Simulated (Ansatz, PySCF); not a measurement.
Species: sum formula BHCl, charge 0, multiplicity 2. It need not be the lowest isomer of its formula. 
Geometry from a B3LYP-D3(BJ)/def2-TZVP (Ansatz, a program for electronic structure) optimisation:
```xyz
3

B     -1.1616     0.4363     0.0257
Cl     0.4653    -0.1115    -0.0041
H     -2.1022    -0.2864    -0.0582
```
Charge 0, spin multiplicity 2.

Dipole moments at this geometry, in debye (magnitudes).

| level | program | dipole (D) |
|---|---|---|
| HF/def2-TZVPD | PySCF | 0.61 |
| SVWN5/def2-TZVPD | PySCF | 0.58 |
| PBE/def2-TZVPD | Ansatz | ? |
| revPBE/def2-TZVPD | Ansatz | 0.51 |
| BP86/def2-TZVPD | PySCF | 0.52 |
| TPSS/def2-TZVPD | PySCF | 0.50 |
| r2SCAN/def2-TZVPD | Ansatz | 0.47 |
| B97M-V/def2-TZVPD | Ansatz | 0.45 |
| BHLYP/def2-TZVPD | Ansatz | 0.52 |
| MN15/def2-TZVPD | PySCF | 0.44 |
| CAM-B3LYP/def2-TZVPD | Ansatz | 0.51 |
| LC-wPBE/def2-TZVPD | Ansatz | 0.53 |
| wB97M-V/def2-TZVPD | Ansatz | 0.50 |
| CCSD(T)/aug-cc-pV(D+d)Z | Ansatz | ? |

Task: Complete the blanks.

Result: 
- PBE/def2-TZVPD, dipole (D): 0.53
- CCSD(T)/aug-cc-pV(D+d)Z, dipole (D): 0.49
